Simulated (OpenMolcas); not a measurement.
## Ni+: from CASSCF to CASPT2

* Program: OpenMolcas
* Basis: ANO-L-VDZP [5s4p2d1f]
* Scalar Hamiltonian: non-relativistic, point nucleus
* Active space: 9 electrons in 6 orbitals (3d 4s)
* State averaging: 2S+1 = 4 even, 10 roots; 2S+1 = 2 even, 29 roots
* Spin-orbit coupling: RASSI with atomic mean-field integrals over the reference wave functions, term energies averaged over their components

Methods on the same reference wave functions:
A. CASSCF
B. SS-CASPT2, IPEA 0.25 Eh, imaginary shift 0.1 Eh (closed shells correlated: 3s 3p)
C. MS-CASPT2, IPEA 0.25 Eh, imaginary shift 0.1 Eh (closed shells correlated: 3s 3p)

Energies in cm-1 above 3d9 2D 5/2, the measured ground level; measured values from NIST Handbook of Basic Atomic Spectroscopic Data.

```tsv
Level	A	B	C	Measured
3d8 4s 4F 9/2	-21895	10160	10980	8394
3d8 4s 4F 7/2	-20897	11000	11820	9330
3d8 4s 4F 5/2	-20088	11890	12720	10116
3d8 4s 4F 3/2	-19514	12490	13330	10664
3d8 4s 2F 7/2	-14315	12900	13730	13550
3d8 4s 2F 5/2	-12796	14300	15140	14996
3d8 4s 2D 5/2 [55 %]	-2847	22460	24060	
3d8 4s 2D 3/2	-2249	22520	24130	
3d8 4s 4P 3/2	-1009	28060	28890	24788
3d8 4s 4P 5/2 [54 %]	-889	27660	28520	
3d8 4s 4P 1/2	-835	28380	29210	24836
3d9 2D 5/2	0.0	0.0	0.0	0.0
3d9 2D 3/2	1658	1678	1689	1507
3d8 4s 2P 3/2	5337	30030	30870	29071
3d8 4s 2P 1/2	5903	30590	31420	29593
```

A puts 3d8 4s 4F 9/2 lowest.

Deviations, from unrounded energies. A percentage is the sum of absolute deviations over the sum of measured energies, with the sign that they share, or ± where signs differ.

```json
{"Against measurement": "mean absolute deviation (cm-1)", "Levels": "11", "A": "25000", "B": "1600", "C": "2100"}
{"Against measurement": "fine structure of the ground term (%)", "Levels": "1", "A": "+10.0", "B": "+11.3", "C": "+12.1"}
{"Against measurement": "other configurations (%)", "Levels": "10", "A": "-157.1", "B": "±9.8", "C": "+13.0"}
```

B lies closest to measurement on these levels and A furthest from it. The largest miss of B in the table is 3d8 4s 4P 1/2, by +3500 cm-1. The ranking rests on the paired levels alone, and a cruder setting can come out closer through cancelling errors.

Between B and C the level of the table that moves most is 3d8 4s 2D 3/2, by 1600 cm-1 (lowest in B, highest in C). Moves below CASPT2's spread within the term are not significant.

The mean deviations of B to C differ by less than CASPT2's widest spread within a term (1300 cm-1), so their order carries little weight.

The lowest spin-free term lies below A's lowest term by 0.429 hartree in B, 0.433 hartree in C.

Term energies are means over components that CASPT2 splits; among the terms shown or strongly mixed into the levels shown the widest spread is 1300 cm-1 (3d8 4s 2F, C). A single d shell beside an s shell can misplace configurations of different d count against each other. Without dynamic correlation excited terms often stand tens of per cent too high (terms of higher spin than the ground term too low), and those without a measured partner can miss by more than the paired ones (holds for A). The lowest computed level is not the ground level that NIST lists (2D5/2) (holds for A). Some levels mix across a computed gap that differs much from the measured one, so their mixing is not that of the real levels (holds for B; C). Measured partners are found by configuration, term and J. A level has none where our copy of the source lacks it or the pairing is in doubt (some pairs that miss far off the trend of their configuration count as doubtful), and it then counts in no deviation. Levels of configurations outside the active space are missing. The table leaves out levels that lie high or whose names do not pair safely across all columns.

A share in square brackets marks a mixed level and gives the weight of the term that names it, the lowest over the columns.
